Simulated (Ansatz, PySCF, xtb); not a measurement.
Pair of molecules: CH5N (SMILES CN) (first 7 atoms) with CH2O2 (SMILES O=CO); geometry from B3LYP-D3(BJ)/def2-TZVP, rigid monomers moved along the line of their centres of mass till N2···H12 is 2.95 Å.
(charge 0, multiplicity 1):
```xyz
12

C      0.19514     0.64616     0.15494
N     -0.56010    -0.44250     0.79307
H      0.98552     0.95850     0.83592
H     -0.46976     1.49363    -0.01173
H      0.64670     0.36391    -0.80059
H      0.05627    -1.22401     0.99038
H     -1.30299    -0.77824     0.19093
O      1.31973    -0.09902     4.70135
C      0.30325     0.28251     5.23280
O     -0.88134     0.38865     4.65801
H      0.25860     0.59237     6.28774
H     -0.80669     0.08304     3.68557
```

Monomers are frozen at their geometry in the pair; levels with a basis set take the counterpoise correction. Rows marked so take none.

Rows in 3-21G carry no dispersion term and start afresh at each structure.

Run with Ansatz (Gaussian orbitals); PySCF for 3-21G rows; xtb for the GFN methods. Each number belongs to the level named beside it.

Q: One of these levels gives -3.96 kcal/mol for the interaction energy. Which one is it?
(A) GFN1-xTB
(B) HF/3-21G (no counterpoise)
(C) HF/aug-cc-pVDZ
(D) GFN2-xTB

A: C, HF/aug-cc-pVDZ. The others give -2.30 (GFN1-xTB), -3.34 (GFN2-xTB), -5.74 (HF/3-21G (no counterpoise))

Ansatz is an electronic-structure program.
